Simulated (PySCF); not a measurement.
IrO4, SMILES [O]=[Ir+]1(=[O])[O][O]1, charge +1, multiplicity 1.

Geometry optimised at B3LYP-D3(BJ)/def2-SVP. The spin state was assumed, not searched. The def2 effective core potentials stand for the cores of Ir; spin–orbit coupling is left out.

Method: PySCF 2.14.0 with TDA-B3LYP/def2-SVPD.

Vertical excitations. The molecule is in vacuum. State labels are in the subgroup C2v.

```json
[
 {"state": "S1", "symmetry": "A2", "energy (eV)": "2.39", "λ (nm)": "519", "f": "0.000", "main pairs": "HOMO−1→LUMO 99 %"},
 {"state": "S2", "symmetry": "B2", "energy (eV)": "2.54", "λ (nm)": "488", "f": "0.000", "main pairs": "HOMO→LUMO+1 98 %"},
 {"state": "S3", "symmetry": "A1", "energy (eV)": "2.69", "λ (nm)": "461", "f": "0.018", "main pairs": "HOMO→LUMO 80 %, HOMO−2→LUMO+1 16 %"},
 {"state": "S4", "symmetry": "A2", "energy (eV)": "3.29", "λ (nm)": "377", "f": "0.000", "main pairs": "HOMO→LUMO+2 99 %"},
 {"state": "S5", "symmetry": "B1", "energy (eV)": "3.39", "λ (nm)": "366", "f": "0.000", "main pairs": "HOMO−3→LUMO 86 %, HOMO−1→LUMO+1 13 %"},
 {"state": "S6", "symmetry": "B1", "energy (eV)": "3.54", "λ (nm)": "350", "f": "0.003", "main pairs": "HOMO−1→LUMO+1 85 %"},
 {"state": "S7", "symmetry": "B2", "energy (eV)": "3.75", "λ (nm)": "331", "f": "0.001", "main pairs": "HOMO−2→LUMO 74 %, HOMO−1→LUMO+3 15 %"},
 {"state": "S8", "symmetry": "A1", "energy (eV)": "3.96", "λ (nm)": "313", "f": "0.003", "main pairs": "HOMO−1→LUMO+2 99 %"},
 {"state": "S9", "symmetry": "B1", "energy (eV)": "4.01", "λ (nm)": "309", "f": "0.000", "main pairs": "HOMO→LUMO+3 96 %"},
 {"state": "S10", "symmetry": "B2", "energy (eV)": "4.66", "λ (nm)": "266", "f": "0.004", "main pairs": "HOMO−1→LUMO+3 69 %, HOMO−3→LUMO+2 26 %"},
 {"state": "T1", "symmetry": "A1", "energy (eV)": "1.18", "λ (nm)": "1052", "f": "0", "main pairs": "HOMO→LUMO 98 %"},
 {"state": "T2", "symmetry": "B2", "energy (eV)": "1.79", "λ (nm)": "692", "f": "0", "main pairs": "HOMO→LUMO+1 81 %, HOMO−2→LUMO 17 %"},
 {"state": "T3", "symmetry": "A2", "energy (eV)": "1.81", "λ (nm)": "684", "f": "0", "main pairs": "HOMO−1→LUMO 99 %"},
 {"state": "T4", "symmetry": "B2", "energy (eV)": "2.61", "λ (nm)": "475", "f": "0", "main pairs": "HOMO−2→LUMO 79 %, HOMO→LUMO+1 18 %"}
]
```
Triplets are in the Tamm–Dancoff approximation.
